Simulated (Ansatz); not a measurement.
The same path of F2GeH2 (5 atoms, charge 0, multiplicity 1) was run twice with different band settings. Lost on the way: Ge1–H2, Ge1–F3. Made: H2–F3.

Theory: Ansatz 0.2.0, RKS B3LYP/def2-SVP.

Relaxed end points:

```xyz
5
Properties=species:S:1:pos:R:3
Ge 0.203 -0.057 0.240
H 0.211 0.064 1.768
F 1.851 -0.013 -0.305
F -0.533 1.378 -0.404
H -0.477 -1.266 -0.410
```

```xyz
5
Properties=species:S:1:pos:R:3
Ge -0.623 -0.644 0.632
H 1.124 0.800 0.351
F 1.597 0.006 0.625
F -0.433 1.131 0.150
H -0.411 -1.187 -0.870
```

Common settings: movable images 7; climbing image yes; spring 5.0 eV/Å²; start path through a guess of the saddle point; force threshold 0.05 eV/Å; iteration limit 60; end points relaxed.

| run | optimiser | largest step |
| --- | --- | --- |
| 1 | quadratic models (default) | default |
| 2 | fire | 0.5 Å |

What does each run give, and how far can it be trusted?

Run 1: converged after 14 iterations, highest image 2.573 eV above the first end. A vibrational analysis at the climbing image gives one clearly imaginary mode, 1303i cm⁻¹: a first-order saddle point.
Run 2: converged after 54 iterations, highest image 2.573 eV above the first end. Another band between the same ends (7 images) ends at a top of the same energy, where a vibrational analysis finds 1 clearly imaginary mode.
The orbitals stay closed-shell, which can raise the energy where a bond breaks towards radicals; this wasn't checked here.
